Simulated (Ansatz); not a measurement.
A run for Ansatz (an electronic-structure program): R-r2SCAN/def2-TZVPPD on CH3ClO (a complex), monomers drawn apart or pushed together. Files ending in .json are basis or fitting sets from the Basis Set Exchange.

Ansatz 0.2 input:
```yaml
crystal:
  periodic: [false, false, false]
  atoms:
    - {symbol: Cl, position_ang: [-0.15233745, -0.05620710, 0.44346865]}
    - {symbol: H, position_ang: [0.14962411, 0.49239252, 1.58775990]}
    - {symbol: C, position_ang: [-0.32712681, 0.05263259, 4.27469177]}
    - {symbol: O, position_ang: [0.29118861, 0.89685029, 3.67843621]}
    - {symbol: H, position_ang: [-0.39210683, 0.06198928, 5.37554812]}
    - {symbol: H, position_ang: [-0.85224535, -0.76204405, 3.74683044]}
basis:
  gaussian:
    orbitals: def2-TZVPPD.json
hamiltonian:
  xc: {name: r2SCAN}
scf: {lower_state_search: off}
```

It printed:

```
WARN ansatz: RAYON_NUM_THREADS=1 ignored (pool sized by the plan → 1); use --threads N
Functional definition: r2SCAN
these checks for a lower state are left out or cut short: stability, starts, cluster_reference, orbital_swaps, neighbouring_geometries, increment
integrals: 0.07 GiB planned
859 factors; their error is unknown
mean field: 0.60 GiB planned
mean field evaluation 1: about -15650.8803 eV, gradient 4.3e1 eV
mean field evaluation 2: about -15642.0397 eV, gradient 8.0e1 eV
mean field evaluation 4: about -15654.2263 eV, gradient 2.5e0 eV
mean field evaluation 8: about -15654.2193 eV, gradient 4.7e-1 eV
mean field evaluation 16: about -15654.2195 eV, gradient 2.1e-5 eV
mean field -15654.21953077 eV, -575.2819569445 hartree, gradient 6.2e-6 eV, S^2 0.000000; 0 other end points of the search recorded, 0 dependent functions left out
reference -15654.21955258 eV, -575.2819577462 hartree; 17, 17 occupied and 162, 162 virtual orbitals, 859 factors
Total energy: -15654.21955258 eV, -575.2819577462 hartree
Checks for a lower state left out: stability, starts, cluster_reference, orbital_swaps, neighbouring_geometries, increment
```

The calculation finished and met its thresholds.

Cost: very roughly 2.5 core-seconds.
